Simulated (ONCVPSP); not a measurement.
Hardness and transferability of assorted potentials

Generated with ld1.x 7.5 (TM, RRKJ, ultrasoft, PAW), atompaw 4.2 or ONCVPSP 4.0.1. The cutoff is in Ry: for ld1.x and atompaw files where the sum of valence levels is converged to 10 mRy in a Bessel basis, for ONCV files where the hardest occupied wave has 1 mHa per electron of residual kinetic energy. The error is the largest all-electron minus pseudo excitation energy over each file’s own four to seven test configurations (ionisations up to +4, promotions, holes and added fractions of an electron), all of which were solved. The labels leave out finer settings (local radius, basis sizes, second energies), which also bear on the numbers. Spin-polarised tests are not counted. The rows are a selection from randomly drawn settings: files with unsolved tests, undetermined cutoffs or missed reference levels are left out.

A true bound ghost makes a file unfit for plane-wave use even where its test errors are small: the radial tests pick states by their node count and pass the ghost by.

| element | potential | cutoff (Ry) | largest error (meV) | bound ghosts |
| --- | --- | --- | --- | --- |
| Ti | ONCV, PBE, fully relativistic, rc 2.80/3.00/2.40 (spd), local smoothed, core correction yes, reference 3d2 4s2, qcut 2.6/3/7.2, projectors 2/2/2 | 35 | -100 | none |
| Br | ONCV, PW91, scalar-relativistic, rc 1.00/0.85/0.75 (spd), local smoothed, core correction no, reference 3s2 3p6 3d10 4s2 4p5, qcut 11.8/20/21.5, projectors 2/2/2 | 370 | -13 | none |
| Br | ONCV, LDA (Perdew-Wang 92), scalar-relativistic, rc 1.50/1.20/1.65 (spd), local smoothed, core correction no, reference 4s2 4p2, qcut 5.5/7.8/5.1, projectors 2/3/2 | 147 | +66 | p |
| Ta | ONCV, PBE, scalar-relativistic, rc 1.75/1.50/1.75 (spd), local smoothed, core correction no, reference 5s2 5p6 5d3 6s1.75, qcut 8.8/5.8/6.1, projectors 2/2/2 | 60 | -143 | none |
| W | ONCV, PBE, scalar-relativistic, rc 1.50/1.85/1.75 (spd), local smoothed, core correction no, reference 5s2 5p6 5d4 6s1.5, qcut 8.2/9.2/4.9, projectors 2/2/2 | 50 | -5.6 | s |

Fill in the row for C: ONCV, PBE, scalar-relativistic, rc 0.95/2.30 (sp), local smoothed, core correction yes, reference 2s2 2p2, qcut 6.2/6.8, projectors 2/1.

cutoff 39 Ry, largest error +732 meV, bound ghosts: none.

Fill in the row for W: ONCV, PBE, scalar-relativistic, rc 2.95/2.60/1.90 (spd), local smoothed, core correction yes, reference 5d4 6s2, qcut 2.6/3.6/4.4, projectors 3/2/2.

cutoff 66 Ry, largest error -631 meV, bound ghosts: none.
